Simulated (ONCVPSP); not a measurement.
**Potentials for W (Z = 74) compared**

Generated with ld1.x 7.5 (TM, RRKJ, ultrasoft, PAW), atompaw 4.2 or ONCVPSP 4.0.1. The cutoff is in Ry: for ld1.x and atompaw files where the sum of valence levels is converged to 10 mRy in a Bessel basis, for ONCV files where the hardest occupied wave has 1 mHa per electron of residual kinetic energy. The error is the largest all-electron minus pseudo excitation energy over each file’s own four to seven test configurations (ionisations up to +4, promotions, holes and added fractions of an electron), all of which were solved. The labels leave out finer settings (local radius, basis sizes, second energies), which also bear on the numbers. Spin-polarised tests are not counted. The rows are a selection from randomly drawn settings: files with unsolved tests, undetermined cutoffs or missed reference levels are left out.

A true bound ghost makes a file unfit for plane-wave use even where its test errors are small: the radial tests pick states by their node count and pass the ghost by.

| potential | cutoff (Ry) | largest error (meV) | bound ghosts |
| --- | --- | --- | --- |
| ONCV, LDA (Perdew-Zunger), scalar-relativistic, rc 1.84/2.05/1.75 (spd), local d, core correction no, reference 5s2 5p6 5d4 6s2, qcut 6.1/5.9/6, projectors 3/2/0 | 28 | -13 | none |
| ONCV, BLYP, scalar-relativistic, rc 1.95/1.15/2.45 (spd), local smoothed, core correction yes, reference 5s2 5p6 5d4 6s2, qcut 7.8/6.6/7.5, projectors 2/2/2 | 214 | -11 | s |
| ONCV, PBE, scalar-relativistic, rc 2.80/1.95/1.75 (spd), local smoothed, core correction yes, reference 5p6 5d4 6s2, qcut 2.4/8.7/4.6, projectors 2/3/2 | 46 | -70 | none |
| ONCV, LDA (Perdew-Zunger), fully relativistic, rc 1.85/1.35/2.60 (spd), local smoothed, core correction yes, reference 5s2 5p6 5d4 6s1.75, qcut 6.5/6.5/5.4, projectors 2/3/1 | 51 | -112 | none |
| ONCV, PBE, fully relativistic, rc 1.80/1.45/2.10 (spd), local smoothed, core correction yes, reference 5s2 5p6 5d4 6s2, qcut 6.7/9.2/7.2, projectors 2/2/2 | 61 | -61 | none |
| ONCV, PBE, scalar-relativistic, rc 2.35/1.30/1.90/2.15 (spdf), local smoothed, core correction yes, reference 5p6 5d4 6s2, qcut 2.2/6/5.6/6, projectors 2/2/2/2 | 198 | -101 | s |

Q: Fill in the row for W: ONCV, PBEsol, scalar-relativistic, rc 2.75/2.55/1.30 (spd), local smoothed, core correction yes, reference 5d4 6s1, qcut 2.1/2.8/6.3, projectors 1/1/2.

A: cutoff 28 Ry, largest error -389 meV, bound ghosts: s, p.
